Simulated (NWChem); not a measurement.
Molecule: fluoroethane (C₂H₅F); SMILES CCF

```xyz
8

C      1.1657    -0.1375     0.2620
C     -0.3189    -0.3884     0.2094
F     -0.9429     0.5887    -0.5285
H      1.6690    -0.9195     0.8508
H      1.5959    -0.1361    -0.7506
H      1.3782     0.8364     0.7277
H     -0.7582    -0.3883     1.2228
H     -0.5408    -1.3658    -0.2548
```
Atoms are numbered in this order, from 1.

Computed with NWChem. Geometry optimised at PBE0/def2-SVP; all other runs use it. 

| quantity | level | value |
|---|---|---|
| vertical ionisation energy, ΔSCF (eV) | B3LYP/def2-SVP | 11.86 |
| cavity-dispersion-structure term (kcal/mol) in water | PBE0/def2-SVP, SMD | 2.8 |
| isotropic polarisability (bohr³), static | B3LYP/def2-SVPD | (withheld) |
| vertical, lowest excitation, singlet (eV) | B3LYP/def2-SVPD, TDA | 8.61 |
| dipole (D) | PBE0/def2-SVP | (withheld) |
| highest harmonic frequency (cm⁻¹) | PBE0/def2-SVP | (withheld) |

**Question.** Fill in the missing entries.

**Answer.** 
- isotropic polarisability (bohr³), static, value: 29.1
- dipole (D), value: 1.77
- highest harmonic frequency (cm⁻¹), value: 3169
